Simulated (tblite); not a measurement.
Input of a run (GFN2-xTB geometry optimisation, gas phase (tblite 0.8.0)), started from a force field or distance geometry:
```
{"job": {"kind": "relax", "xc": "GFN2-xTB", "basis": "xTB"}, "charge": 0, "multiplicity": 1}
C      2.615100     1.851300    -1.148000
C      1.240100     1.220300    -1.187300
O      0.269100     1.779100    -1.635300
N      1.205200    -0.029300    -0.606600
C     -0.029900    -0.871600    -0.560000
C      0.086400    -2.105000     0.402800
C     -0.540100    -1.402400     1.652600
Si    -1.448000    -0.274500     0.514000
N     -1.547500     1.339800     0.887200
N     -3.026200    -0.652500     0.094400
H      2.665500     2.617200    -1.927700
H      2.762300     2.313000    -0.167600
H      3.382100     1.111300    -1.318400
H      2.075100    -0.409800    -0.224600
H     -0.322000    -1.145000    -1.582700
H     -0.483800    -2.979200     0.073100
H      1.115300    -2.464200     0.573700
H     -1.137300    -2.073000     2.290600
H      0.196100    -0.893400     2.291700
H     -1.422000     1.870700     0.022200
H     -0.751500     1.622800     1.449700
H     -3.284100    -0.101000    -0.725200
H     -3.624500    -0.297500     0.841500
```

Output (eV, eV/Å):
```
step      E/eV     max force
  0    -867.54340    3.360
  1    -867.78310    1.303
  2    -867.89412    0.934
  3    -867.99231    0.761
  4    -868.06467    0.768
  5    -868.15107    0.563
  6    -868.20214    0.495
  7    -868.24160    0.538
  8    -868.27121    0.496
  9    -868.29212    0.260
 10    -868.30301    0.229
 11    -868.30995    0.185
 12    -868.31733    0.247
 13    -868.32574    0.199
 14    -868.33442    0.213
 15    -868.34302    0.191
 16    -868.35203    0.227
 17    -868.36106    0.251
 18    -868.36836    0.168
 19    -868.37278    0.150
 20    -868.37576    0.121
 21    -868.37894    0.155
 22    -868.38234    0.131
 23    -868.38537    0.117
 24    -868.38782    0.105
 25    -868.39007    0.126
 26    -868.39252    0.110
 27    -868.39514    0.122
 28    -868.39757    0.101
 29    -868.39970    0.112
 30    -868.40152    0.101
 31    -868.40298    0.089
 32    -868.40418    0.089
 33    -868.40526    0.073
 34    -868.40634    0.086
 35    -868.40749    0.070
 36    -868.40870    0.085
 37    -868.41002    0.083
 38    -868.41159    0.114
 39    -868.41355    0.125
 40    -868.41569    0.099
 41    -868.41779    0.091
 42    -868.41963    0.084
 43    -868.42147    0.109
 44    -868.42336    0.101
 45    -868.42509    0.082
 46    -868.42631    0.086
 47    -868.42730    0.089
 48    -868.42826    0.087
 49    -868.42988    0.114
 50    -868.43123    0.140
 51    -868.43286    0.133
 52    -868.43444    0.083
 53    -868.43616    0.091
 54    -868.43796    0.101
 55    -868.43985    0.116
 56    -868.44126    0.092
 57    -868.44213    0.073
 58    -868.44265    0.044
 59    -868.44299    0.042
 60    -868.44327    0.033
 61    -868.44355    0.037
 62    -868.44393    0.044
 63    -868.44449    0.053
 64    -868.44521    0.065
 65    -868.44610    0.073
 66    -868.44725    0.089
 67    -868.44884    0.080
 68    -868.45090    0.089
 69    -868.45314    0.096
 70    -868.45519    0.085
 71    -868.45702    0.088
 72    -868.45888    0.092
 73    -868.46005    0.143
 74    -868.46226    0.113
 75    -868.46393    0.074
 76    -868.46623    0.088
 77    -868.46694    0.081
 78    -868.46817    0.082
 79    -868.46995    0.094
 80    -868.47098    0.092
 81    -868.47229    0.101
 82    -868.47434    0.133
 83    -868.47780    0.156
 84    -868.48159    0.246
 85    -868.48666    0.211
 86    -868.48847    0.239
 87    -868.46572    0.798
 88    -868.49558    0.104
 89    -868.49763    0.072
 90    -868.49898    0.261
 91    -868.50211    0.128
 92    -868.50340    0.090
 93    -868.50651    0.101
 94    -868.50883    0.160
 95    -868.51004    0.210
 96    -868.51133    0.107
 97    -868.51200    0.061
 98    -868.51281    0.064
 99    -868.51374    0.076
100    -868.51467    0.089
101    -868.51588    0.107
102    -868.51709    0.101
103    -868.51815    0.073
104    -868.51918    0.093
105    -868.52055    0.091
106    -868.52188    0.098
107    -868.52322    0.095
108    -868.52458    0.108
109    -868.52588    0.099
110    -868.52747    0.100
111    -868.52908    0.065
112    -868.53037    0.063
113    -868.53161    0.082
114    -868.53278    0.089
115    -868.53372    0.087
116    -868.53466    0.084
117    -868.53575    0.070
118    -868.53700    0.060
119    -868.53811    0.061
120    -868.53882    0.054
121    -868.53938    0.052
122    -868.53998    0.050
123    -868.54061    0.046
124    -868.54123    0.051
125    -868.54171    0.043
126    -868.54206    0.042
127    -868.54237    0.040
128    -868.54276    0.046
129    -868.54326    0.049
130    -868.54386    0.072
131    -868.54456    0.080
132    -868.54530    0.062
133    -868.54617    0.057
134    -868.54696    0.069
135    -868.54795    0.092
136    -868.54876    0.080
137    -868.54974    0.049
138    -868.55016    0.044
139    -868.55045    0.037
140    -868.55063    0.035
141    -868.55089    0.028
142    -868.55110    0.033
143    -868.55134    0.033
144    -868.55157    0.036
145    -868.55183    0.039
146    -868.55213    0.033
147    -868.55242    0.042
148    -868.55271    0.034
149    -868.55297    0.035
150    -868.55328    0.036
151    -868.55366    0.043
152    -868.55426    0.047
153    -868.55481    0.041
154    -868.55518    0.037
155    -868.55531    0.074
156    -868.55559    0.037
157    -868.55579    0.033
158    -868.55610    0.044
159    -868.55626    0.032
160    -868.55643    0.033
161    -868.55658    0.025
162    -868.55669    0.017
163    -868.55675    0.018
164    -868.55681    0.014
165    -868.55684    0.014
166    -868.55688    0.013
167    -868.55691    0.015
168    -868.55694    0.017
169    -868.55697    0.013
170    -868.55699    0.010
171    -868.55701    0.010
172    -868.55703    0.010
```

Q: Summarise the run.

A: The energy falls by 23.4 kcal/mol over 172 L-BFGS steps, the largest force on an atom goes from 3.36 to 0.010 eV/Å, and the atoms move by 0.876 Å rms after alignment. The bond that changes most is C7–Si8 (sp3 carbon bound to silicon to four-coordinate silicon), which lengthens by 0.077 Å. Bonds longer at the end by more than 0.005 Å: 6 of 23; shorter: 14. Among the angles that change most is N9–Si8–N10, from 102.7° to 115.3°. Among the dihedrals that turn most is N4–C5–Si8–N9, from 23° to -35°. The energy rose by more than 1e-5 eV at step 87. The first step brought 24 % of the lowering.

Q: What are the final bond lengths?

A: C1–C2 1.514 Å, C2=O3 1.223 Å, C2–N4 1.337 Å, N4–C5 1.440 Å, C5–C6 1.535 Å, C6–C7 1.539 Å, C7–Si8 1.919 Å, Si8–N9 1.731 Å, Si8–N10 1.724 Å, C5–Si8 1.930 Å, C1–H11 1.086 Å, C1–H12 1.088 Å, C1–H13 1.088 Å, N4–H14 1.009 Å, C5–H15 1.094 Å, C6–H16 1.091 Å, C6–H17 1.091 Å, C7–H18 1.086 Å, C7–H19 1.086 Å, N9–H20 1.008 Å, N9–H21 1.008 Å, N10–H22 1.009 Å, N10–H23 1.007 Å. Numbering counts from 1 in the input's order; the species is `CC(=O)N[C@H]1CC[Si]1(N)N`.

Its GFN2-xTB frequencies are all real (lowest 59 cm⁻¹). One conformer, not necessarily the lowest. 3 starts were optimised and ended at 0.00, 4.09 and 4.32 kcal/mol (GFN2-xTB); the lowest of these is shown.

All values are computed, not measured.
